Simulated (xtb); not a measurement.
Cl₄Ti, charge +1, doublet, at a GFN2-xTB geometry (such geometries of metal compounds can be far from the true shape) (the multiplicity is a formal guess); GFN2-xTB in xtb 6.7.1.

Input for xtb:
```
$ xtb mol.xyz --gfn 2 --chrg 1 --uhf 1 --acc 0.0001 --json

# file mol.xyz
5

Ti     0.00000000    -0.00000000    -0.00000000
Cl     1.69747891    -0.53617898    -1.16148900
Cl     0.61687574     0.47973787     1.97668792
Cl    -0.95238075     1.68724787    -0.87415377
Cl    -1.36197391    -1.63080675     0.05895485
```

Output, abridged:

```
   ID    Z sym.   atoms
    1   22 Ti     1
    2   17 Cl     2-5

           -------------------------------------------------
          |                Calculation Setup                |
           -------------------------------------------------

           -------------------------------------------------
          |                 G F N 2 - x T B                 |
           -------------------------------------------------

          ...................................................
          :                      SETUP                      :
          :.................................................:
          :  # basis functions                  50          :
          :  # atomic orbitals                  45          :
          :  # shells                           15          :
          :  # electrons                        31          :
          :  max. iterations                   250          :
          :  Hamiltonian                  GFN2-xTB          :
          :  restarted?                      false          :
          :  GBSA solvation                  false          :
          :  PC potential                    false          :
          :  electronic temp.          300.0000000     K    :
          :  accuracy                    0.0001000          :
          :  -> integral cutoff          0.6500000E+02      :
          :  -> integral neglect         0.1000000E-11      :
          :  -> SCF convergence          0.1000000E-09 Eh   :
          :  -> wf. convergence          0.1000000E-07 e    :
          :  Broyden damping             0.4000000          :
          :  net charge                          1          :
          :  unpaired electrons                  1          :
          ...................................................

 iter      E             dE          RMSdq      gap      omega  full diag
   1    -19.4475487 -0.194475E+02  0.546E+00    2.15       0.0  T
   2    -19.5159487 -0.684000E-01  0.490E+00    3.69       1.0  T
   3    -19.5400397 -0.240910E-01  0.270E+00    3.24       1.0  T
   4    -19.5382595  0.178019E-02  0.175E+00    2.74       1.0  T
   5    -19.5436690 -0.540952E-02  0.524E-01    2.95       1.0  T
   6    -19.5437137 -0.447258E-04  0.367E-01    3.08       1.0  T
   7    -19.5439114 -0.197637E-03  0.203E-01    3.06       1.0  T
   8    -19.5439821 -0.706779E-04  0.232E-02    3.03       1.9  T
   9    -19.5439830 -0.924856E-06  0.882E-03    3.02       5.1  T
  10    -19.5439831 -0.131591E-06  0.946E-04    3.02      47.3  T
  11    -19.5439831  0.110019E-08  0.859E-04    3.02      52.1  T
  12    -19.5439831 -0.144796E-08  0.289E-04    3.02     154.9  T
  13    -19.5439831 -0.119996E-09  0.888E-05    3.02     503.7  T
  14    -19.5439831 -0.137952E-10  0.801E-07    3.02   55815.0  T
  15    -19.5439831  0.817124E-13  0.893E-07    3.02   50069.0  T
  16    -19.5439831 -0.675016E-13  0.708E-07    3.02   63133.8  T
  17    -19.5439831 -0.710543E-14  0.183E-08    3.02  100000.0  T
  18    -19.5439831  0.355271E-14  0.126E-08    3.02  100000.0  T

   *** convergence criteria satisfied after 18 iterations ***

         :::::::::::::::::::::::::::::::::::::::::::::::::::::
         ::                     SUMMARY                     ::
         :::::::::::::::::::::::::::::::::::::::::::::::::::::
         :: total energy             -19.505566710953 Eh    ::
         :: gradient norm              0.000024059480 Eh/a0 ::
         :: HOMO-LUMO gap              3.022699121087 eV    ::
         ::.................................................::
         :: SCC energy               -19.543978927635 Eh    ::
         :: -> isotropic ES            0.134807031793 Eh    ::
         :: -> anisotropic ES         -0.009704711091 Eh    ::
         :: -> anisotropic XC         -0.004763968517 Eh    ::
         :: -> dispersion             -0.005506204483 Eh    ::
         :: repulsion energy           0.038412216682 Eh    ::
         :: add. restraining           0.000000000000 Eh    ::
         :: total charge               1.000000000000 e     ::
         :::::::::::::::::::::::::::::::::::::::::::::::::::::

           -------------------------------------------------
          |                Property Printout                |
           -------------------------------------------------

    * Orbital Energies and Occupations

         #    Occupation            Energy/Eh            Energy/eV
      -------------------------------------------------------------
         1        2.0000           -1.2869962             -35.0209
       ...           ...                  ...                  ...
         4        2.0000           -1.2808560             -34.8539
         5        2.0000           -0.7507376             -20.4286
         6        2.0000           -0.6639471             -18.0669
         7        2.0000           -0.6639471             -18.0669
         8        2.0000           -0.6639471             -18.0669
         9        2.0000           -0.6505612             -17.7027
        10        2.0000           -0.6505612             -17.7027
        11        2.0000           -0.6486716             -17.6513
        12        2.0000           -0.6486716             -17.6513
        13        2.0000           -0.6486716             -17.6513
        14        1.6667           -0.6377386             -17.3537
        15        1.6667           -0.6377386             -17.3537
        16        1.6667           -0.6377386             -17.3537 (HOMO)
        17                         -0.5266564             -14.3311 (LUMO)
        18                         -0.5266564             -14.3311
        19                         -0.4917402             -13.3809
        20                         -0.4917402             -13.3809
        21                         -0.4917402             -13.3809
        22                         -0.2036389              -5.5413
        23                         -0.1918217              -5.2197
        24                         -0.1918217              -5.2197
        25                         -0.1918217              -5.2197
        26                         -0.1913168              -5.2060
        27                         -0.1913168              -5.2060
       ...                                ...                  ...
        45                          0.5967879              16.2394
      -------------------------------------------------------------
                  HL-Gap            0.1110821 Eh            3.0227 eV
             Fermi-level           -0.6096387 Eh          -16.5891 eV

     #   Z          covCN         q      C6AA      α(0)
     1  22 Ti       3.041     0.823   105.310    25.059
     2  17 Cl       0.761     0.044    97.698    15.120
     3  17 Cl       0.761     0.044    97.698    15.120
     4  17 Cl       0.761     0.044    97.698    15.120
     5  17 Cl       0.761     0.044    97.698    15.120

 Mol. C6AA /au·bohr⁶  :       2390.707658
 Mol. C8AA /au·bohr⁸  :     128520.145145
 Mol. α(0) /au        :         85.537794

Wiberg/Mayer (AO) data.
largest (>0.10) Wiberg bond orders for each atom

 ---------------------------------------------------------------------------
     #   Z sym  total        # sym  WBO       # sym  WBO       # sym  WBO
 ---------------------------------------------------------------------------
     1  22 Ti   4.985 --     3 Cl   1.246     2 Cl   1.246     5 Cl   1.246
                             4 Cl   1.246
     2  17 Cl   1.426 --     1 Ti   1.246
     3  17 Cl   1.426 --     1 Ti   1.246
     4  17 Cl   1.426 --     1 Ti   1.246
     5  17 Cl   1.426 --     1 Ti   1.246
 ---------------------------------------------------------------------------

Topologies differ in total number of bonds
Writing topology from bond orders to xtbtopo.mol

molecular dipole:
                 x           y           z       tot (Debye)
 q only:       -0.000       0.000      -0.000
   full:       -0.000       0.000      -0.000       0.000
molecular quadrupole (traceless):
                xx          xy          yy          xz          yz          zz
 q only:       -0.000      -0.000       0.000       0.000      -0.000      -0.000
  q+dip:        0.000       0.000      -0.000      -0.000      -0.000      -0.000
   full:        0.000       0.000      -0.000      -0.000       0.000      -0.000

           -------------------------------------------------
          | TOTAL ENERGY              -19.505566710953 Eh   |
          | GRADIENT NORM               0.000024059480 Eh/α |
          | HOMO-LUMO GAP               3.022699121087 eV   |
           -------------------------------------------------

normal termination of xtb
```
